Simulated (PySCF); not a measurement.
Question: What does the GFN2-xTB structure of `N#C[C@@]1(F)C[C@H]1C(=O)[O-]` look like in three dimensions? (Charge -1.)

Answer: 
```
atom  x, y, z in Å
N1     2.2364    1.6201   -0.8494
C2     1.5638    0.7311   -0.5809
C3     0.8328   -0.4446   -0.2654
F4     1.4718   -1.5777   -0.7772
C5     0.1679   -0.6273    1.0718
C6    -0.6641   -0.4824   -0.1600
C7    -1.4718    0.8818   -0.3521
O8    -2.4177    0.7976   -1.1334
O9    -1.0445    1.8196    0.3211
H10    0.2884   -1.5915    1.5482
H11    0.1829    0.2308    1.7313
H12   -1.1446   -1.3582   -0.5802
```

Orientation and origin are arbitrary. Atoms count from 1 in this order. The 3-membered ring C3–C5–C6 has internal angles of 59.6° to 60.3°. The 5 C–C bonds span 1.420 Å (C2–C3, drawn single) to 1.597 Å (C6–C7, drawn single), a spread of 0.177 Å. C7 (carboxylate carbon) is planar (angles 131.8°, 114.2° and 114.0°, sum 360.0°, 0.01 Å off the plane of its three neighbours). Of the pairs four or more bonds apart, O9···H11 is among the closest relative to their van der Waals radii: 2.45 Å, 90 % of the sum of Bondi's values.

Bonds between heavy atoms (Å): N1≡C2 1.147, C2–C3 1.420, C3–F4 1.398, C3–C5 1.504, C5–C6 1.493, C6–C7 1.597, C7=O8 1.230, C7–O9 1.231, C3–C6 1.501.

The geometry is computed with GFN2-xTB (gas phase).

Point group: C1 (no symmetry element, even within 0.4 Å). GFN2-xTB frequencies: not computed here. Torsions: C5–C6–C7–O8 -159°.

One conformer stands for the species.
